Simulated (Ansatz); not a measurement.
Two members of one family (BnHm), computed with Ansatz in the gas phase. The two geometries come from different levels. HOMO and LUMO are taken over both spins. Binding counts from free atoms in the multiplicity of their measured ground term, without zero-point energy. The spins of the ions were chosen, not always searched. A dash marks a value that wasn't run or was left out as unsound. The structures are stationary points that may keep the symmetry of their start. Remarks come from the PBE and PBE0 runs and from stability tests at other levels; not every state was tested. A HOMO above zero means that the electron is unbound at that level and held by the basis, or that self-interaction error raises the level; the energy of removing that electron tells which.

First: B4H3 (doublet, charge 0, B3LYP-D4/def2-TZVP geometry; reduced ion singlet).

```xyz
7

B    -0.4853    0.7642   -0.4809
B    -0.1869    1.1147    0.9677
B     0.2753   -0.4338    0.2727
B    -0.2531   -0.4201   -1.4050
H    -0.0330    1.5310    2.0532
H     0.8340   -1.3137    0.8263
H    -0.1511   -1.2424   -2.2340
```

```json
{"level": "PBE-D4/def2-SVP", "HOMO (eV)": "-6.32", "LUMO (eV)": "-5.22", "gap (eV)": "1.09", "vertical EA (eV)": "–", "binding per atom (eV)": "3.91"}
{"level": "PBE-D4/def2-TZVP", "HOMO (eV)": "-6.32", "LUMO (eV)": "-5.21", "gap (eV)": "1.11", "vertical EA (eV)": "–", "binding per atom (eV)": "3.89"}
{"level": "PBE-D4/def2-TZVPD", "HOMO (eV)": "-6.32", "LUMO (eV)": "-5.21", "gap (eV)": "1.11", "vertical EA (eV)": "2.35", "binding per atom (eV)": "3.89"}
{"level": "PBE0-D4/def2-SVP", "HOMO (eV)": "-7.52", "LUMO (eV)": "-4.31", "gap (eV)": "3.21", "vertical EA (eV)": "–", "binding per atom (eV)": "3.87"}
{"level": "PBE0-D4/def2-TZVPD", "HOMO (eV)": "-7.48", "LUMO (eV)": "-4.26", "gap (eV)": "3.22", "vertical EA (eV)": "2.36", "binding per atom (eV)": "3.83"}
```

Remarks: HOMO above zero (-1 singlet).

Second: B6H2 (singlet, charge 0, PBE0-D4/def2-SVP geometry).

```
atom    x (Å)    y (Å)    z (Å)
  B1  -1.9055   0.6129  -0.7565
  B2  -0.2736   0.1764  -0.8155
  B3   1.9053  -0.6132   0.7565
  B4   1.2229  -0.2500  -0.6628
  B5  -1.2231   0.2496   0.6628
  B6   0.2741  -0.1754   0.8155
  H7  -2.8111   0.9470  -1.4599
  H8   2.8109  -0.9474   1.4599
```

Estimate how these quantities change from the first to the second (second minus first).


| level | Δ HOMO (eV) | Δ LUMO (eV) | Δ gap (eV) | Δ vertical EA (eV) | Δ binding per atom (eV) |
| --- | --- | --- | --- | --- | --- |
| PBE-D4/def2-SVP | 0.08 | -0.16 | -0.23 | – | 0.46 |
| PBE-D4/def2-TZVP | 0.07 | -0.17 | -0.25 | – | 0.43 |
| PBE-D4/def2-TZVPD | 0.07 | -0.17 | -0.25 | 0.55 | 0.43 |
| PBE0-D4/def2-SVP | 0.33 | -0.25 | -0.57 | – | 0.44 |
| PBE0-D4/def2-TZVPD | 0.32 | -0.27 | -0.59 | 0.49 | 0.40 |

Remarks: restricted SCF unstable in HF.
